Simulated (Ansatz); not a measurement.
Ligand exchange: SnH(CH3)3 + SiH3I → Sn(CH3)3I + SiH4

Species: SnH(CH3)3, singlet; SiH3I `[SiH3]I`, singlet; Sn(CH3)3I (iodotrimethylstannane), singlet; SiH4 `[SiH4]`, singlet. The partners trade H for I: Sn–H and Si–I bonds give way to Sn–I and Si–H.

Shapes, held fixed at every level: PBE0-D4/def2-TZVP. Programs: Ansatz 0.2.0. The zero-point and thermal change to 298 K, harmonic and unscaled (PBE0-D4/def2-TZVP), is +2.7 kJ/mol.

(1) Estimate ΔH(298 K) of this reaction.

## Answers

(1) The highest level, CCSD(T)/def2-TZVPP, gives ΔH(298 K) = -50.7 kJ/mol; the levels span -58.6 to -43.5. The column of differences is taken from that level and isn't an error. No measured value is set beside it here. For atoms past krypton def2 sets carry core potentials with scalar relativity. Outer-core shells of I, Sn are correlated, in sets that cover them unevenly.

```csv
level,kind,ΔH(298 K) (kJ/mol),less CCSD(T)/def2-TZVPP
HF/def2-TZVPP,Hartree–Fock,-56.4,-5.7
SPW92/def2-TZVPP,LDA,-43.5,+7.2
r2SCAN-D4/def2-TZVPP,meta-GGA,-51.8,-1.1
r2SCAN0-D4/def2-TZVPP,global hybrid,-51.6,-0.9
wB97M-V/def2-TZVPP,range-separated hybrid,-50.4,+0.3
wB97X-V/def2-TZVPP,range-separated hybrid,-50.8,-0.1
CCSD/def2-SVP,coupled cluster or CI,-58.6,-7.9
CCSD(T)/def2-TZVPP,coupled cluster or CI,-50.7,0.0
```
